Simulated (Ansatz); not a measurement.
Task: Name a neutral molecule of B, C, N, Si and H with size of the dipole moment (PBE/def2-TZVPP) between 0.65 and 0.95 D and size of the dipole moment (ωB97M-V/def2-TZVPP) between 0.75 and 1.05 D (Ansatz, PBE0-D4/def2-TZVP geometry).

Result: `B[SiH](C)N=C` (0.83 D, 0.89 D); `CB[SiH2]N` (0.79 D, 0.84 D). Other molecules can fit too; these were computed, each in one conformer that needn't be the lowest.
